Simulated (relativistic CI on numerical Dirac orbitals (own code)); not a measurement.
One change at a time: Ag7+

Base calculation: Dirac-Coulomb-Breit CI, KLI orbitals optimised for each configuration, QED by a radiative potential, unscaled Slater integrals.

Configuration list (outside the closed core [Ar] 3d10): 4s2.4p6.4d4, 4s2.4p6.4d3.5s, 4s2.4p6.4d3.4f, 4s2.4p5.4d5, 4s2.4p6.4d3.5p, 4s.4p6.4d5, 4s2.4p6.4d2.5s.5p, 4s2.4p6.4d3.5d, 4s2.4p6.4d2.4f.5s, 4s2.4p5.4d4.4f, 4s2.4p6.4d3.6s, 4s2.4p6.4d3.6p, 4s2.4p6.4d3.5f, 4s2.4p6.4d3.6d, 4s2.4p6.4d3.5g, 4s2.4p5.4d4.5s, 4s.4p6.4d4.4f, 4s2.4p6.4d3.7s, 4s2.4p6.4d3.7p, 4s2.4p6.4d3.6f, 4s.4p6.4d4.5s, 4s.4p6.4d3.5s.5p, 4s2.4p6.4d2.5s2, 4s2.4p6.4d.4f.5s2, 4s2.4p6.4d.5s2.5p, 4s2.4p6.4d.5s2.5d, 4s2.4p6.4d2.4f2, 4s2.4p6.4d.4f2.5s, 4s2.4p6.4d.4f3, 4s2.4p6.4d.4f2.5p, 4s2.4p6.4d.4f2.5d, 4s2.4p6.4d2.5p2, 4s2.4p6.4d.5s.5p2, 4s2.4p6.4d.4f.5p2, 4s2.4p6.4d.5p3, 4s2.4p6.4d.5p2.5d, 4p6.4d6, 4p5.4d7, 4s.4p6.4d3.5s2, 4s.4p6.4d2.4f.5s2, 4s.4p6.4d2.5s2.5p, 4s.4p6.4d2.5s2.5d. Double excitations out of closed p, d and f shells are left out; levels of such configurations are missing from the list, as are those of other unlisted configurations, and high levels can miss mixing partners. These lack a partner that the ground configuration has and come out too high: 4s2.4p5.4d4.4f, 4s2.4p6.4d3.6s, 4s2.4p6.4d3.6p, 4s2.4p6.4d3.5f, 4s2.4p6.4d3.6d.

Variants: (1) P86 correlation estimate; (2) only the first configuration; (3) only the first 3 configurations. Shifts of the energy above 4s2.4p6.4d4 5D_0, in cm⁻¹, for the lowest level and the first level of each name with at least 55 % of one term (blank where a level changes its place among those of its configuration and J or its character, or is not in the variant):

| Level | Base | Δ(1) | Δ(2) | Δ(3) | Measured |
| --- | --- | --- | --- | --- | --- |
| 4s2.4p6.4d4 5D_0 | 0.0 | 0.0 | 0.0 | 0.0 | 0.0 |
| 4s2.4p6.4d4 5D_1 | 1142.8 | 0.0 | +14.9 | +16.4 | 1340.0 |
| 4s2.4p6.4d4 5D_2 | 2882.5 | 0.0 | +35.9 | +38.6 | 3212.0 |
| 4s2.4p6.4d4 5D_3 | 4913.7 | +0.1 | +52.6 | +55.5 | 5292.0 |
| 4s2.4p6.4d4 5D_4 | 7107.2 | +0.2 | +52.6 | +54.8 | 7443.0 |
| 4s2.4p6.4d4 3P_0 | 25469.5 | +1.4 | -454.0 | -530.8 | 21309.0 |
| 4s2.4p6.4d4 3H_4 | 25469.6 | +1.6 | +656.3 | +649.5 | 23302.0 |
| 4s2.4p6.4d4 3H_5 | 28062.8 | +1.4 | +648.5 | +643.6 | 26250.0 |
| 4s2.4p6.4d4 3H_6 | 29929.7 | +1.0 | +575.2 | +572.1 | 28185.0 |
| 4s2.4p6.4d4 3G_3 | 29967.1 | +3.4 | +834.1 | +805.2 | 26967.0 |
| 4s2.4p6.4d4 3P_1 | 30571.3 | +1.7 | -554.7 | -642.5 | 26526.0 |
| 4s2.4p6.4d4 3F_2 | 31528.8 | +2.3 | +261.8 | +212.1 | 28051.0 |
| 4s2.4p6.4d4 3F_3 | 35836.5 | +3.3 | +877.2 | +845.3 | 32926.0 |
| 4s2.4p6.4d4 3P_2 | 36232.8 | +3.4 | -64.8 | -152.2 | 32134.0 |
| 4s2.4p6.4d4 3G_5 | 37484.7 | +4.1 | +1288.5 | +1274.8 | 35077.0 |
| 4s2.4p6.4d4 3D_3 | 41008.1 | +8.4 | +2463.7 | +2436.4 | 36879.0 |
| 4s2.4p6.4d4 1I_6 | 42235.8 | +1.2 | +996.5 | +999.0 | 39744.0 |
| 4s2.4p6.4d4 3D_2 | 42694.1 | +6.2 | +1614.8 | +1569.9 | 38402.0 |
| 4s2.4p6.4d4 3D_1 | 43189.9 | +7.8 | +2330.9 | +2301.8 | 39191.0 |
| 4s2.4p6.4d4 1G_4 | 46610.5 | +2.8 | +1322.5 | +1309.7 | 43104.0 |
| 4s2.4p6.4d4 1S_0 | 50315.7 | +5.9 | +2439.5 | +2431.0 |  |
| 4s2.4p6.4d4 1D_2 | 54977.9 | +6.1 | +48.2 | -84.4 |  |

At this charge configurations can still be misplaced by up to about 7 % of their energy. Terms inside the open d or f shell come out 10 to 20 % too wide with unscaled integrals. 24 of the 28 excited levels that our extract of the measured tables holds in this range could be paired (the sources list more); they are missed by 3699 cm⁻¹ on average and 8899 at most, and levels without a partner can miss by more.

Measured levels: Atoms 5, 11 (2017), spectra Ag VII to Ag IX.

Ionisation energy from the two ground configurations alone: base 124.733 eV; P86 correlation estimate 126.241 eV. The NIST ASD value (theoretical) is 125 eV.

LS names give the leading component of a level, which can be under half, so a name can repeat, a term be missing and a line seem to break the LS rules.
